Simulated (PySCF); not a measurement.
Isomers C5H5NO2:

A. `o1c(C=C)ncc1O`
B. `Oc1cc[n+]([O-])cc1`
C. `NC(=O)C#CCC=O`

Spectrum 1. ¹³C{¹H} NMR (computed): δ 155.7 (C), 144.6 (CH), 118.0 (CH).

Spectrum 2. ¹³C{¹H} NMR (computed): δ 197.6 (CH), 154.0 (C), 88.6 (C), 82.2 (C), 37.7 (CH2).

Spectrum 3. ¹³C{¹H} NMR (computed): δ 165.1 (C), 155.6 (C), 133.1 (CH), 121.2 (CH2), 107.2 (CH).

Averaged over atoms made equivalent by symmetry, fast rotation or ring inversion, no solvent, non-relativistic Hamiltonian, one conformer. Shielding tensors at PBE0/pcSseg-1 (GIAO); B3LYP/pcJ-1 coupling constants (spin–dipole term left out of most H,H and C,H couplings); geometry from GFN2-xTB; PySCF.

Referencing at the same level of theory: ¹³C (σ = 186.93 ppm) vs TMS. Acid and N–H amide carbonyl carbons lie up to 10 ppm further downfield in solution (hydrogen bonding). Shifts are as computed. Against solution values, carbons near 30 ppm lie about +3 ppm off and those near 130 ppm about +5 ppm. Of 1211 compounds with measured shifts, 218 miss one by over three times the rms of a fit or turn the order of signals round; such compounds aren't used in these exercises. Groups on amide-type nitrogens are kept apart (slow C–N rotation).

Question: Match each spectrum to its structure.

Answer: 1–B, 2–C, 3–A.

- Spectrum 1 (B): 3 ¹³C signals; δC 155.7 is an aromatic carbon bearing oxygen; δC 144.6 is an aromatic CH next to a ring nitrogen.
- Spectrum 2 (C): 5 ¹³C signals; δC 197.6 is an aldehyde carbonyl carbon; δC 154.0 is an amide carbonyl carbon.
- Spectrum 3 (A): 5 ¹³C signals; δC 165.1 is an aromatic carbon bearing oxygen; δC 133.1 is an alkene CH.
